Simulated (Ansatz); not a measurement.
Stretching the Si1–H4 bond in C2H4Si (SMILES C#C[SiH3]) (multiplicity 1 held, fragments rigid). Energies count from the point at 1.479 Å.
Geometry at that point (charge 0, multiplicity 1):
```xyz
7

Si    -0.946    -0.078    -0.470
C      0.685     0.057     0.340
C      1.761     0.145     0.875
H     -1.054     0.950    -1.527
H     -1.085    -1.422    -1.069
H     -2.010     0.130     0.535
H      2.711     0.224     1.347
```

Restricted levels (R-, RO-) in cc, def2 and unpolarised 6-31G sets keep to the state of the molecule at rest. U- levels take the lowest unrestricted solution at each point, which mixes spins at long bonds. Active spaces are followed from a long bond inwards. Curves can end on different states.

Correlated levels freeze the cores.

Programs: Ansatz (a quantum-chemistry and plane-wave program) with Gaussian orbitals. Each number belongs to the level named beside it.

Energies in kJ/mol.

| R (Å) | R-wB97X-V/cc-pV(T+d)Z | U-MP2/cc-pV(T+d)Z | CASSCF(2,2)/cc-pV(T+d)Z | FIC-MRCISD+Q on CASSCF(2,2)/cc-pV(T+d)Z |
|---|---|---|---|---|
| 1.183 | 125 | 122 | 132 | 123 |
| 1.331 | 25 | 23 | 29 | 24 |
| 1.479 | 0 | 0 | 0 | 0 |
| 1.626 | 15 | 17 | 11 | 16 |
| 1.774 | 52 | 55 | 43 | 52 |
| 1.996 | 123 | 128 | 104 | 119 |
| 2.218 | 199 | 224 | 167 | 188 |
| 2.587 | (withheld) | 341 | 253 | 282 |
| 2.957 | 412 | 379 | 308 | 343 |
| 3.401 | (withheld) | 393 | 341 | 378 |
| 3.992 | 589 | 398 | 355 | 393 |
| 4.731 | (withheld) | 399 | 358 | 397 |

Question: Fill in the missing entries.

Answer: 
- 4.731, R-wB97X-V/cc-pV(T+d)Z: 659
- 2.587, R-wB97X-V/cc-pV(T+d)Z: 316
- 3.401, R-wB97X-V/cc-pV(T+d)Z: 503

Doubts at one or more of the structures used: a restricted determinant that unrestricted orbitals would lower (R-wB97X-V/cc-pV(T+d)Z); a spin-contaminated determinant (U-MP2/cc-pV(T+d)Z).
